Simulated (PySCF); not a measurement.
**PySCF run on CdN**

Input:

```python
from pyscf import gto, dft

mol = gto.M(
    atom='Cd 0 0 0; N 0 0 2.158',
    basis='def2-svpd',
    ecp={'Cd': 'def2-svpd'},
    charge=0,
    spin=3,
    verbose=3,
)
mf = dft.UKS(mol, xc='pbesol')
mf.kernel()
mf.mulliken_pop()
mf.dip_moment()
print('orbital energies (hartree):', [e[max(0, n-3):n+3].round(4) for e, n in zip(mf.mo_energy, mol.nelec)])
```

```bash
$ python input.py
```

The log (some set-up lines and the per-cycle HOMO/LUMO lines with their warnings removed):

```
converged SCF energy = -221.813371434101  <S^2> = 3.7603172  2S+1 = 4.0051553
 ** Mulliken pop       alpha | beta **
pop of  0 Cd 4s       -0.19859 | -0.19478
pop of  0 Cd 5s        0.86979 | 0.85914
pop of  0 Cd 6s        0.33195 | 0.33763
pop of  0 Cd 7s        0.63299 | 0.51086
pop of  0 Cd 8s        0.31503 | 0.15999
pop of  0 Cd 4px       0.99625 | 0.99633
pop of  0 Cd 4py       0.99625 | 0.99633
pop of  0 Cd 4pz       0.99725 | 0.99695
pop of  0 Cd 5px       0.01137 | 0.00245
pop of  0 Cd 5py       0.01137 | 0.00245
pop of  0 Cd 5pz       0.07552 | 0.02395
pop of  0 Cd 6px       0.01927 | -0.00035
[42 lines left out]
In total            15.00000 | 12.00000
 ** Mulliken atomic charges   ( Nelec_alpha | Nelec_beta ) **
charge of  0Cd =      0.14234  (    10.19065      9.66701 )
charge of  1N =     -0.14234  (     4.80935      2.33299 )
Dipole moment(X, Y, Z, Debye): -0.00000, -0.00000, -0.97537
orbital energies (hartree): [array([-0.275 , -0.275 , -0.1833, -0.0436, -0.0436,  0.0107]), array([-0.4513, -0.4388, -0.2374, -0.1418, -0.1418, -0.1268])]
```

In short: E(SCF) = -221.813371 Eh, ⟨S²⟩ = 3.760, μz(SCF) = -0.98 D.

Wall time 3.2 s on one thread of a shared host.

The bond length is a typed value, not an optimised one. No search for the lowest solution was made.
